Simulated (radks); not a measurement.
Spherical quantum dot in the effective-mass picture: electrons in a hard-walled sphere of radius 2.48, with a point charge +2 (a donor) at the centre, all in effective atomic units (hartree* = m*/eps^2 hartree, bohr* = eps/m* bohr), one dielectric constant everywhere. Method: non-relativistic Kohn-Sham, exchange-only LDA, spin-polarised, spherical densities; computed with a radial shooting solver with Libxc functionals. Levels are named by radial order and angular momentum (1s, 1p, 1d, 2s, ...), and open shells are averaged over m. Results are scaled to m* = 0.564 and eps = 4.5, for which hartree* = 757.9 meV and bohr* = 0.4222 nm.

N = 36, configuration 1s2 1p6 1d10 2s2 1f14 1g(up 2, down 0). This is the lowest configuration that the search found. Occupied and some empty levels:

level    occupation  eigenvalue (meV)  <r> (nm)
1s up             1             13919    0.6411
1s down           1             13938    0.6375
1p up             3             14326    0.7229
1p down           3             14350    0.7219
1d up             5             14901    0.7526
1d down           5             14927    0.7521
2s up             1             15208    0.4037
2s down           1             15216    0.4062
1f up             7             15671    0.7745
1f down           7             15698    0.7742
1g up             2             16623    0.7922
1g down           0             16651    0.7920
2p up             0             16954    0.5251
2p down           0             16965    0.5252
1h up             0             17749    0.8070
1h down           0             17778    0.8069
3s up             0             17990    0.5083
3s down           0             18002    0.5085
2d up             0             18364    0.5882
2d down           0             18377    0.5880

Energy (meV): total 295249, kinetic 92530, external -36096, Hartree 257140, exchange-correlation -18324.
